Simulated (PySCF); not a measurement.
Working out the excitation energy of Ca

Ca [Ar] 4s2 (1S) → Ca [Ar] 3d1 4s1 (3D). Calculation: PySCF 2.14, in aug-cc-pVDZ-X2C (6s5p3d, 36 functions); the spin-free X2C one-electron Hamiltonian (Gaussian nucleus). Frozen: [Ar]. Energies in hartree (1 hartree = 27.21139 eV):

| part | Ca (lower) | Ca (upper) |
| --- | --- | --- |
| UHF | -679.629220 | -679.542047 |
| CCSD correlation | -0.027933 | -0.002382 |
| (T) | 0.000000 | 0.000000 |

Q: What does Hartree-Fock give?

A: (-679.542047) − (-679.629220) = 0.087173 hartree = 2.372 eV.

Q: What do CCSD and CCSD(T) give?

A: The CCSD correlation energies differ by 0.025551 hartree = 0.695 eV and the triples by 0.000000 hartree = 0.000 eV, so CCSD gives 3.067 eV and CCSD(T) 3.067 eV.

Measured between the centres of the two terms (NIST): 2.524 eV, so CCSD(T) (valence) is off by 0.543 eV.

A double-zeta basis recovers only part of the correlation energy.

What remains against the reference includes basis incompleteness, the frozen core and higher excitations.
